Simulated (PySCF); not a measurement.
**InP: mean field, correlation and small terms against distance**

State: ³Σ⁻, triplet, unpaired electrons π ↑↑. ROHF-based CCSD(T) in PySCF 2.14 with In cc-pwCVDZ-PP with ECP28, P aug-cc-pV(D+d)Z and In cc-pwCVTZ-PP with ECP28, P aug-cc-pV(T+d)Z (frozen core orbitals: 9; scalar-relativistic core potentials). Correlation energies are extrapolated as n⁻³ (n = 2, 3), Hartree–Fock as (n+1)·exp(−9√n). All energies in eV from In + P.

```tsv
R (Å)	HF/CBS	CCSD corr.	(T)	total
2.3426	-0.352	-1.026	-0.1109	-1.489
2.4490	-0.627	-0.995	-0.1115	-1.734
2.5555	-0.762	-0.973	-0.1134	-1.848
2.6620	-0.798	-0.956	-0.1161	-1.870
2.7685	-0.765	-0.944	-0.1195	-1.829
2.9016	-0.660	-0.935	-0.1247	-1.719
3.0347	-0.509	-0.931	-0.1307	-1.571
```

A fit to the total gives Re = 2.6401 Å, De = 1.872 eV, ωe = 258.3 cm⁻¹, Be = 0.09913 cm⁻¹ (masses 114.9039 and 30.9738 u).

Q: At R = 2.6620 Å the CCSD correlation energy is -0.395000 hartree in the smaller basis and -0.579914 in the larger. Extrapolate it.

A: (3³·E3 − 2³·E2)/(3³ − 2³) = -0.65777 hartree; the larger basis holds 88.2 % of it.

The T1 diagnostic is 0.021. The state was picked by a PBE0 search and need not be the measured ground state. Spin–orbit coupling, excitations beyond (T) and corrections to the Born–Oppenheimer picture are left out, and spin–orbit coupling matters for open p, d or f shells this heavy.
